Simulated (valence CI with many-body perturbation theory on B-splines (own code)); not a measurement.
S9+: fill in the table

Computed by configuration interaction combined with many-body perturbation theory (CI+MBPT): five valence electrons over a frozen Dirac-Fock core [He], a basis of 11 s, 11 p, 10 d, 8 f, 5 g, 2 h functions for each j, with the one-electron correlation potential Σ1 (screened to all orders), the two-electron term Σ2, the three-electron term Σ3, Breit, model QED; selected single and double excitations, second order for the rest, scaled by the run's own slope (own B-spline code, finite nucleus).

No measured levels were compared; by estimate levels of excited configurations hold to 0.05 to 0.15 % of their energy, terms of the ground configuration to about 0.5 %. Among the levels kept, up to 5000 cm⁻¹ of a level comes from second order outside the variational space, and about a tenth of that is noise between levels of different J, which matters for small intervals.

| Level | E (cm⁻¹) |
| --- | --- |
| 2s2.2p3 4S°_3/2 | 0 |
| 2s2.2p3 2D°_3/2 | 82731 |
| 2s2.2p3 2D°_5/2 | 83858 |
| 2s2.2p3 2P°_1/2 | 127380 |
| 2s2.2p3 2P°_3/2 | ? |
| 2s.2p4 4P_5/2 | ? |
| 2s.2p4 4P_3/2 | 385480 |
| 2s.2p4 4P_1/2 | ? |
| 2s.2p4 2D_3/2 | 521190 |
| 2s.2p4 2D_5/2 | ? |
| 2s.2p4 2S_1/2 | 609490 |
| 2s.2p4 2P_3/2 | 637540 |
| 2s.2p4 2P_1/2 | 646360 |
| 2p5 2P°_3/2 | ? |
| 2p5 2P°_1/2 | 1002900 |
| 2s2.2p2.3s 4P_1/2 | ? |
| 2s2.2p2.3s 4P_3/2 | 2092100 |
| 2s2.2p2.3s 4P_5/2 | 2098300 |
| 2s2.2p2.3s 2P_1/2 | 2112600 |
| 2s2.2p2.3s 2P_3/2 | 2120100 |

**Question.** The levels stand in rising order. What does the calculation give for the missing energies?

**Answer.** 2s2.2p3 2P°_3/2 129200; 2s.2p4 4P_5/2 378560; 2s.2p4 4P_1/2 389020; 2s.2p4 2D_5/2 521290; 2p5 2P°_3/2 991770; 2s2.2p2.3s 4P_1/2 2087500.
